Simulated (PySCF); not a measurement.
Delta-SCF ions had no search for a lower state. Excitations are Tamm–Dancoff values on a coarser integration grid. The basis has no diffuse functions, so Rydberg states are missing or too high.

Cartesian coordinates (Å):
SMILES: c1([SiH3])ccc(C(F)=C)cc1
```xyz
19

C     -3.5507     0.7007     0.1918
C     -2.6994    -0.1658    -0.3604
F     -3.1968    -1.2164    -1.0267
C     -1.2298    -0.1326    -0.3549
C     -0.5140    -1.0814    -1.0964
C      0.8776    -1.0652    -1.1108
C      1.6015    -0.1071    -0.3890
Si     3.4790    -0.0627    -0.4432
C      0.8749     0.8356     0.3574
C     -0.5131     0.8260     0.3775
H     -4.6253     0.5400     0.1016
H     -3.1933     1.5753     0.7323
H     -1.0610    -1.8360    -1.6627
H      1.4059    -1.8226    -1.6972
H      4.0132     0.4202     0.8663
H      4.0060    -1.4309    -0.7300
H      3.9660     0.8627    -1.5133
H      1.4029     1.5925     0.9447
H     -1.0436     1.5677     0.9777
```
Charge 0, multiplicity 1.

Q: Predict the brightest of the four lowest singlets (TDA), vertical ionisation energy (Delta-SCF), S1 excitation (TDA), total energy, HOMO, dipole moment, LUMO and HOMO–LUMO gap from PBE0-D3(BJ)/def2-TZVP // PBE0-D3(BJ)/def2-SVP run with PySCF.

A: 
- brightest of the four lowest singlets (TDA): 5.04 eV
- vertical ionisation energy (Delta-SCF): 8.44 eV
- S1 excitation (TDA): 4.85 eV
- total energy: -19025.22 eV
- HOMO: -6.85 eV
- dipole moment: 1.03 D
- LUMO: -1.57 eV
- HOMO–LUMO gap: 5.28 eV
